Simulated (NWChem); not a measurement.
**Correlation energy of ClLi**

```
Li
Cl 1 2.0007
```
Charge 0, spin multiplicity 1.

The numbers come from NWChem runs, not from measurements. All single points use one geometry, from B3LYP/def2-SVP, a minimum by its harmonic frequencies.

Basis set: cc-pVTZ. Each correlation energy counts from its own Hartree-Fock reference.

The correlated methods keep 5 core orbitals frozen. The structure started from a generated list of species. No row is a measurement; the coupled-cluster row has its own basis-set and correlation limits.

Order these methods by the correlation energy they give, lowest first: MP2, SCS-MP2, CR-CCSD[T], CCSD, CCSD+T(CCSD).

CCSD+T(CCSD) (-240.6 mHa), CR-CCSD[T] (-239.3 mHa), CCSD (-232.3 mHa), MP2 (-214.0 mHa), SCS-MP2 (-212.7 mHa)
